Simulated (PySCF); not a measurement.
## Sm⁴⁴⁺ (samarium, charge +44) across methods

[Ar], closed-shell 1S. Computed with PySCF 2.14 in an uncontracted even-tempered set (18 s from 9.2 bohr⁻², ratio 2.5; 12 p from 12 bohr⁻², ratio 2.5; 4 d from 52 bohr⁻², ratio 2.7; 4 f from 77 bohr⁻², ratio 2.7), with the spin-free X2C one-electron Hamiltonian (Gaussian nucleus).

| method | E (hartree) | mean ε 2p (eV) | mean ε 3s (eV) | mean ε 3p (eV) | Σ⟨r²⟩ (bohr²) | ⟨S²⟩ |
| --- | --- | --- | --- | --- | --- | --- |
| UHF | -8717.31686 | -9617.4 | -3988.5 | -3720.0 | 0.5699 | 0.000 |
| PBEsol | -8714.83 | -9464.2 | -3914.0 | -3670.9 | 0.5695 | 0.000 |
| M06-L | -8718.49 | -9487.3 | -3927.6 | -3676.8 | 0.5694 | 0.000 |
| LDA | -8710.37 | -9463.4 | -3911.8 | -3670.2 | 0.5698 | 0.000 |
| r2SCAN | -8718.69 | -9485.8 | -3925.2 | -3676.3 | 0.5696 | 0.000 |
| PBE | -8718.47 | -9466.3 | -3915.6 | -3671.9 | 0.5694 | 0.000 |
| PBE0 | -8718.40 | -9504.5 | -3934.3 | -3684.4 | 0.5695 | 0.000 |

Spin-orbit coupling, which splits the p, d and f shells strongly at this Z, is absent.
